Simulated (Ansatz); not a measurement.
Basis-set extrapolation for C2H7FO2Si2, SMILES `O[SiH2]/C=C\[SiH](O)F` (PBE0-D4/def2-TZVP geometry, frozen core, the Gaussian-basis code of Ansatz). Multiplicity 1, RHF reference.

|  | def2-TZVPP | def2-QZVPP |
| --- | --- | --- |
| HF | -907.174281 | -907.208405 |
| MP2 correlation | -1.289209 | -1.392865 |
| CCSD(T) correlation | -1.381966 | not run |

Energies in hartree. Use E(X) = E(∞) + A·exp(−7.88·√X) for Hartree–Fock and E(X) = E(∞) + B·X^(−2.97) for correlation, with X = 3 and 4, and add CCSD(T) minus MP2 of the smaller set to the MP2 limit.

Problem. What is the CCSD(T) energy at the basis-set limit?

Solution. HF limit: -907.208405 + (-0.034124) × 0.13774 = -907.21311. MP2 limit: -1.392865 + (-0.103656) × 0.74074 = -1.46965. Higher-order term: -1.381966 − (-1.289209) = -0.09276. Total: -908.77552 hartree, 5.97 eV below CCSD(T)/def2-TZVPP.
